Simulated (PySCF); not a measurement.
**Working out the excitation energy of Cl²⁺**

Cl²⁺ [Ne] 3s2 3p3 (4S) → Cl²⁺ [Ne] 3s1 3p4 (4P). Computed with PySCF 2.14 in aug-cc-pwCVDZ, with no relativity, point nucleus. Frozen: [Ne]. Energies in hartree (1 hartree = 27.21139 eV):

| part | Cl²⁺ (lower) | Cl²⁺ (upper) |
| --- | --- | --- |
| UHF | -458.210800 | -457.736964 |
| CCSD correlation | -0.097861 | -0.122759 |
| (T) | -0.001198 | -0.003405 |

Question: What does Hartree-Fock give?

Answer: (-457.736964) − (-458.210800) = 0.473836 hartree = 12.894 eV.

Question: What do CCSD and CCSD(T) give?

Answer: The CCSD correlation energies differ by -0.024898 hartree = -0.678 eV and the triples by -0.002207 hartree = -0.060 eV, so CCSD gives 12.216 eV and CCSD(T) 12.156 eV.

A double-zeta basis recovers only part of the correlation energy.

The coupled-cluster amplitudes are large, so a single reference is strained.
